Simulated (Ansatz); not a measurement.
Basis-set series for `[CH3][Al]([OH])[F]`. Total charge 0; spin multiplicity 1. The structure was optimised at the PBE0-D4/def2-TZVP level. It is one conformer, not always the lowest.

```
functional       basis  functions  energy (Eh)  HOMO (eV)  LUMO (eV)
   PBE0-D4    def2-SVP         80   -457.56775      -8.83       0.01
   PBE0-D4  def2-QZVPP        361   -457.94670      -8.96      -0.52
   ωB97M-V    def2-SVP         80   -457.81480     -11.11       1.56
   ωB97M-V  def2-QZVPP        361   -458.19951     -11.26       0.72
```

Give the rows for def2-TZVPP. (Estimate.)

Computed: 
```csv
functional,basis,functions,energy (Eh),HOMO (eV),LUMO (eV)
PBE0-D4,def2-TZVPP,191,-457.92564,-8.93,-0.25
ωB97M-V,def2-TZVPP,191,-458.17955,-11.23,1.25
```

Positive LUMOs are unbound and depend on the basis.
